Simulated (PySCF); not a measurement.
A GIAO shielding run with PySCF (density fitting, non-relativistic, gas phase) on SMILES [C@H]1(C#N)CCN([SiH2]P)C1, C5H11N2PSi:

```
$ OMP_NUM_THREADS=1 python probes_run.py task.json out

{"job": {"kind": "nmr", "xc": "PBE0", "basis": "pcSseg-1"}, "charge": 0, "multiplicity": 1}
N     -2.316413     0.358662     2.484041
C     -2.104836    -0.023658     1.427289
C     -1.812166    -0.495720     0.098988
C     -1.370218     0.671279    -0.814263
C      0.051771     0.276764    -1.247677
N      0.544110    -0.595021    -0.204768
Si     1.694217    -0.148072     1.002124
P      3.292716     1.165853     0.140834
C     -0.578499    -1.435539     0.124674
H     -2.695757    -1.012113    -0.284961
H     -2.035852     0.794665    -1.666795
H     -1.351670     1.605369    -0.251117
H      0.704949     1.137605    -1.383707
H      0.011536    -0.284022    -2.191018
H      2.306825    -1.418558     1.398244
H      1.146371     0.553866     2.173004
H      2.475937     2.258134    -0.085273
H      3.169393     0.727336    -1.163055
H     -0.440045    -1.921292     1.088357
H     -0.697517    -2.204858    -0.647959
```

Hardware: 1 thread of an Arm Neoverse N1, shared host. The job also computes population analyses, field gradients, ring-centre shieldings.

Task: How large is the calculation?

Result: 84 electrons, 222 basis functions and 1187 auxiliary functions.

Task: How long does it take, and how much memory does it need?

Result: 85 s of wall time, with 14 SCF cycles and 5 response iterations; peak memory 1.1 GiB. Times on a shared host scatter by some tens of per cent.
